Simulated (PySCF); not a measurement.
C3H5, SMILES C=C[CH2] (connectivity only; charge and spin as stated), charge +1, multiplicity 1. Coordinates come from a B3LYP-D3(BJ)/def2-TZVP optimisation. The spin state was assumed, not searched. The isomer is the one that the SMILES or the coordinates give; other isomers of the formula were not compared.

TDDFT-LC-ωPBE/def2-SVPD (PySCF) puts the lowest singlet excitations at 5.18, 5.63, 5.63, 7.28, 8.51, 9.93 eV.

Question: What are the lowest excitation roots from ADC(2)/aug-cc-pVDZ in PySCF? (Estimate from the structure and the level; the computed values follow.)

Answer: 5.41, 5.69, 6.02, 7.71, 9.03, 10.47 eV. S1 differs by 0.23 eV (second minus first; roots are paired by order, and the bases may differ).
